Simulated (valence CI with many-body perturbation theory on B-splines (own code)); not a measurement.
# From CI to CI+MBPT in Tb³²⁺

Computed by valence CI with perturbative core correlation (CI+MBPT): five valence electrons over a frozen Dirac-Fock core [Ar] 3d10, a basis of 9 s, 9 p, 8 d, 6 f, 3 g, 1 h functions for each j, with the one-electron correlation potential Σ1 (screened to all orders), the two-electron term Σ2, the three-electron term Σ3, Breit, model QED; selected single and double excitations, second order for the rest (own B-spline code, finite nucleus).

The last digits are not significant, and no measured levels were compared; by estimate large intervals hold to a few tenths of a per cent, small ones and those within an open d or f shell to about a per cent. Among the levels kept, up to 260 cm⁻¹ of a level comes from second order outside the variational space, and about a tenth of that is noise between levels of different J, which matters for small intervals.

Each rung adds one term. CI alone is the Dirac-Coulomb CI over the frozen core; QED comes last and gives the full result, which names the levels. Energies are above (4s^2 4p1/2^2 4p3/2) J=3/2 on the same rung, in eV.

Levels are named by their leading jj configuration (3d3/2^4 stands for four electrons in 3d with j = 3/2), which in mixed levels can hold well under half, so a name can repeat and another be missing. Letters in brackets count levels of one name in rising energy.

```csv
Level,CI alone,Σ1,Σ2,Σ3,Breit,QED,Full
(4s^2 4p1/2 4p3/2^2) J=3/2,42.23,+0.178,+0.185,+0.019,-0.554,+0.068,42.13
(4s^2 4p1/2 4p3/2^2) J=5/2,46.81,+0.180,+0.115,+0.004,-0.588,+0.068,46.59
(4s^2 4p1/2 4p3/2^2) J=1/2,52.51,+0.182,+0.028,-0.017,-0.553,+0.066,52.21
(4s^2 4p3/2^3) J=3/2,95.48,+0.361,+0.222,-0.001,-1.123,+0.130,95.07
(4s 4p1/2^2 4p3/2^2) J=5/2,116.35,+0.099,+0.268,+0.059,-0.112,-0.574,116.09
(4s^2 4p1/2^2 4d3/2) J=3/2,120.82,-0.094,-0.011,+0.047,-0.225,-0.209,120.32
(4s 4p1/2^2 4p3/2^2) J=1/2,130.38,+0.120,-0.069,+0.021,-0.096,-0.599,129.75
(4s 4p1/2^2 4p3/2^2) J=3/2,134.22,+0.065,-0.353,+0.021,-0.172,-0.477,133.31
(4s^2 4p1/2^2 4d5/2) J=5/2,139.67,-0.062,-0.413,+0.024,-0.507,-0.108,138.61
(4s 4p1/2 4p3/2^3) J=3/2 [a],160.67,+0.221,+0.376,+0.066,-0.683,-0.403,160.25
(4s^2 4p1/2 4p3/2 4d3/2) J=5/2 [a],163.91,+0.082,+0.162,+0.062,-0.810,-0.137,163.27
(4s^2 4p1/2 4p3/2 4d3/2) J=1/2 [a],164.27,+0.055,+0.092,+0.063,-0.784,-0.097,163.60
(4s^2 4p1/2 4p3/2 4d3/2) J=3/2,164.32,+0.084,+0.142,+0.066,-0.806,-0.141,163.66
(4s 4p1/2 4p3/2^3) J=5/2,168.18,+0.188,+0.205,+0.056,-0.810,-0.314,167.51
(4s^2 4p1/2 4p3/2 4d3/2) J=7/2,169.18,+0.035,+0.034,+0.046,-0.902,-0.040,168.35
(4s^2 4p1/2 4p3/2 4d5/2) J=7/2 [a],174.85,+0.095,+0.040,+0.065,-1.070,-0.015,173.96
(4s 4p1/2 4p3/2^3) J=1/2,176.95,+0.195,-0.320,+0.030,-0.727,-0.332,175.79
(4s^2 4p1/2 4p3/2 4d5/2) J=9/2,179.77,+0.100,-0.001,+0.044,-1.135,-0.015,178.76
(4s 4p1/2 4p3/2^3) J=3/2 [b],180.26,+0.181,-0.598,+0.016,-0.745,-0.291,178.82
(4s^2 4p1/2 4p3/2 4d3/2) J=5/2 [b],181.02,+0.066,-0.697,+0.013,-0.912,-0.054,179.43
(4s^2 4p1/2 4p3/2 4d5/2) J=3/2 [a],182.31,+0.083,-0.612,+0.018,-0.901,-0.102,180.79
(4s^2 4p1/2 4p3/2 4d3/2) J=1/2 [b],186.37,+0.089,-0.829,-0.003,-0.828,-0.129,184.67
(4s^2 4p1/2 4p3/2 4d5/2) J=5/2 [a],187.49,+0.120,-0.569,+0.008,-0.974,-0.112,185.96
(4s^2 4p1/2 4p3/2 4d5/2) J=3/2 [b],190.16,+0.161,-0.932,-0.003,-0.869,-0.216,188.30
(4s^2 4p1/2 4p3/2 4d5/2) J=7/2 [b],190.27,+0.105,-0.427,+0.010,-1.121,-0.015,188.82
(4s^2 4p1/2 4p3/2 4d5/2) J=5/2 [b],194.29,+0.097,-1.057,-0.022,-1.005,-0.049,192.25
(4s^2 4p1/2 4p3/2 4d5/2) J=3/2 [c],195.04,+0.124,-0.536,-0.026,-1.012,-0.074,193.52
(4s^2 4p1/2 4p3/2 4d5/2) J=1/2,199.37,+0.139,-1.027,-0.041,-0.952,-0.120,197.37
(4s 4p3/2^4) J=1/2 [a],217.48,+0.369,+0.142,+0.045,-1.325,-0.253,216.46
(4s^2 4p3/2^2 4d5/2) J=7/2,223.06,+0.273,+0.114,+0.060,-1.644,+0.047,221.91
(4s^2 4p3/2^2 4d3/2) J=1/2,223.58,+0.232,-0.489,+0.032,-1.401,-0.005,221.95
```

The middle columns are the shifts that each term adds.

Problem. How does the ionisation energy move along the ladder, and which term matters most?

Solution. CI alone 1302.3, + Σ1 1303.7, + Σ2 1303.9, + Σ3 1303.6, + Breit 1302.8, + QED 1302.8 eV. The largest step is Σ1, 1.4 eV. NIST lists 1301 ± 4 eV (theoretical).
